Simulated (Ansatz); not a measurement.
C₄H₅ (SMILES [CH]1[C@@H]2C[C@H]12), doublet, at a GFN2-xTB geometry; MP2/3-21G (Ansatz, a first-principles code).

Input for Ansatz:
Ansatz 0.2 input:
```yaml
crystal:
  periodic: [false, false, false]
  atoms:
    - {symbol: C, position_ang: [-0.01104778, 1.15299217, 0.29268087]}
    - {symbol: C, position_ang: [0.00606920, -1.07161673, 0.36284337]}
    - {symbol: C, position_ang: [0.77792320, 0.05175663, -0.24703001]}
    - {symbol: C, position_ang: [-0.77530873, 0.03948149, -0.25730269]}
    - {symbol: H, position_ang: [-0.01656875, 2.16285392, -0.07926104]}
    - {symbol: H, position_ang: [-0.00045853, -1.14950133, 1.44290558]}
    - {symbol: H, position_ang: [0.01698984, -2.03272552, -0.13990186]}
    - {symbol: H, position_ang: [1.48440418, 0.00352078, -1.05567554]}
    - {symbol: H, position_ang: [-1.47018212, -0.01982922, -1.07521641]}
basis:
  gaussian:
    orbitals: 3-21G.json
magnetization: {spin_polarized: true, initial_magnetization: 1}
correlation: {method: mp2}
```
The basis file holds 3-21G in the JSON format of the Basis Set Exchange.

It wrote (shortened):

```
Functional definition: HF
619 factors; integrals over basis functions are off by at most 1.0e-3 eV
mean field evaluation 1: about -4170.5624 eV, gradient 1.5e1 eV
mean field evaluation 2: about -4170.9467 eV, gradient 1.5e1 eV
mean field evaluation 4: about -4172.6639 eV, gradient 2.0e0 eV
mean field evaluation 8: about -4172.7512 eV, gradient 2.4e-1 eV
mean field evaluation 16: about -4172.7530 eV, gradient 1.4e-6 eV
mean field -4172.75299030 eV, -153.3458439998 hartree, gradient 1.9e-6 eV, S^2 0.756777; 0 other end points of the search recorded, 0 dependent functions left out
4 core orbitals not correlated
reference -4172.75299030 eV, -153.3458439998 hartree; 11, 10 occupied and 31, 32 virtual orbitals, 619 factors
second order -9.20086831 eV of doubles, -0.00000000 eV of singles
Total energy: -4181.95385861 eV, -153.6839696737 hartree
```
